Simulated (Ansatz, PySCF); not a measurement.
The pair A = SiH4 (SMILES [SiH4]) (first 5 atoms), B = H2S (SMILES S); geometry from B3LYP-D3(BJ)/def2-TZVP.
(charge 0, multiplicity 1):
```xyz
8

Si     0.03022    -0.04359    -0.28748
H     -0.70531     1.12782     0.23899
H     -0.11048    -0.07116    -1.76354
H     -0.54498    -1.28612     0.27250
H      1.46224     0.05876     0.06320
S      0.19928     0.05999     3.47285
H     -0.32057     1.29038     3.33843
H     -1.00446    -0.52493     3.36797
```

Correlated levels freeze the cores. CBS(a, b) extrapolates the correlation energy as X⁻³ and adds the Hartree–Fock energy of set b.

Codes used: Ansatz (Gaussian orbitals); PySCF for the dispersion terms. Values without a source in brackets are computed.

The monomers are drawn apart, rigid, along the line of their centres of mass. Counterpoise-corrected interaction energies (kcal/mol):

```csv
level,R = 5.265 Å,R = 6.771 Å
PBE/def2-TZVPPD,-0.2128,-0.0320
PBE-D3(BJ)/def2-TZVPPD,-0.4321,-0.0805
wB97M-V/def2-TZVPPD,-0.3380,-0.0719
"CCSD(T)/CBS(aug-cc-pV(D+d)Z, aug-cc-pV(T+d)Z)",-0.3354,-0.0698
```

**Question.** R is the distance of the centres of mass. Find the local exponent m of E ∝ R⁻ᵐ between the two points.

**Answer.** 
m = ln(E₁/E₂)/ln(R₂/R₁): PBE/def2-TZVPPD 7.5; PBE-D3(BJ)/def2-TZVPPD 6.7; wB97M-V/def2-TZVPPD 6.1; CCSD(T)/CBS(aug-cc-pV(D+d)Z, aug-cc-pV(T+d)Z) 6.2. For scale, two fixed dipoles give m = 3, dipole and quadrupole 4, quadrupoles 5, and dispersion or dipole-induced dipole 6 at long range; at these distances several terms mix, and what is left of overlap and damping shifts m, so it need not match one of them.

Ansatz is a first-principles code.
